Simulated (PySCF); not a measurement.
C₂H, charge -1, singlet, geometry from GFN2-xTB. Base run: PySCF with CAMB3LYP/cc-pVDZ.

Geometry (Å):
```xyz
3

C      0.0000     0.0000    -0.4800
C      0.0000     0.0000     0.7461
H      0.0000     0.0000    -1.5966
```
Charge -1, spin multiplicity 1.
All else is at PySCF's defaults.
Base energy -76.65168 Eh.

Each row names what was changed in the base input (with any setting that the change needs).

```json
[
 {"change": "base", "ΔE vs base (µEh)": "0.0", "SCF cycles": "8", "outcome": "converged"},
 {"change": "conv_tol = 1e-4", "ΔE vs base (µEh)": "0.1", "SCF cycles": "6", "outcome": "converged"},
 {"change": "DIIS = EDIIS", "ΔE vs base (µEh)": "-", "SCF cycles": "50", "outcome": "not converged"},
 {"change": "level_shift = 0.3 (with mf.max_cycle = 100)", "ΔE vs base (µEh)": "0.0", "SCF cycles": "13", "outcome": "converged"},
 {"change": "conv_tol_grad = 1e-3", "ΔE vs base (µEh)": "0.0", "SCF cycles": "8", "outcome": "converged"},
 {"change": "conv_tol = 1e-7", "ΔE vs base (µEh)": "0.0", "SCF cycles": "8", "outcome": "converged"},
 {"change": "diis_space = 4", "ΔE vs base (µEh)": "0.0", "SCF cycles": "10", "outcome": "converged"},
 {"change": "diis = off; damp = 0.6 (with mf.diis_start_cycle = 200; with mf.max_cycle = 150)", "ΔE vs base (µEh)": "0.0", "SCF cycles": "23", "outcome": "converged"},
 {"change": "init_guess = huckel", "ΔE vs base (µEh)": "0.0", "SCF cycles": "9", "outcome": "converged"},
 {"change": "init_guess = mod_huckel", "ΔE vs base (µEh)": "0.0", "SCF cycles": "9", "outcome": "converged"},
 {"change": "solver = newton; init_guess = 1e", "ΔE vs base (µEh)": "0.0", "SCF cycles": "-", "outcome": "converged"},
 {"change": "conv_tol_grad = 1e-7", "ΔE vs base (µEh)": "0.0", "SCF cycles": "10", "outcome": "converged"},
 {"change": "diis = off; damp = 0.3 (with mf.diis_start_cycle = 200; with mf.max_cycle = 150)", "ΔE vs base (µEh)": "0.0", "SCF cycles": "47", "outcome": "converged"}
]
```
